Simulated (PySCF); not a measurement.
## Worked example: entropy of an ideal gas

C₄H₂F₂, SMILES C#C/C(F)=C\F.

Geometry: PBE0-D3(BJ)/def2-SVP. The structure was generated by enumeration; whether it is a known compound was not checked.

PySCF 2.14.0 with PBE0-D3(BJ)/def2-SVP gives the harmonic wavenumbers 137, 274, 298, 324, 497, 622, 656, 667, 747, 826, 850, 1238, 1278, 1376, 1776, 2242, 3248, 3487 cm⁻¹ and the rotational temperatures 0.2177, 0.1606, 0.0924 K. The molar mass is 88.06 g/mol, the symmetry number 1, the spin multiplicity 1.

Question: Work out the entropy at 298.15 K and 1 atm in the rigid-rotor, harmonic-oscillator model.

Answer: 
Translation (Sackur–Tetrode at 1 atm): S = R[1.5 ln M + 2.5 ln T − 1.16487] = 164.6 J/(mol K).
Rotation: q = (√π/σ) T^1.5/√(θA θB θC) = 161000, S = R[ln q + 3/2] = 112.1 J/(mol K).
Vibration: with u = 1.4388 ν/T, each mode gives R[u/(e^u − 1) − ln(1 − e^−u)]:
```csv
ν (cm⁻¹),modes,u,S (J/(mol K))
137,1,0.66,11.90
274,1,1.32,6.57
298,1,1.44,5.98
324,1,1.56,5.40
497,1,2.40,2.79
622,1,3.00,1.73
656,1,3.17,1.52
667,1,3.22,1.45
747,1,3.60,1.07
826,1,3.99,0.78
850,1,4.10,0.71
1238,1,5.97,0.15
1278,1,6.17,0.13
1376,1,6.64,0.08
1776,1,8.57,0.02
```
The stiffer modes add less than 0.005 each. Sum 40.3 J/(mol K).
Spin: R ln 1 = 0.0 J/(mol K).
Total 317.0 J/(mol K); the program's own thermochemistry gives 317.0. Translation makes up 52 % and vibration 13 %. Anharmonicity, hindered rotation and orbital degeneracy are left out.
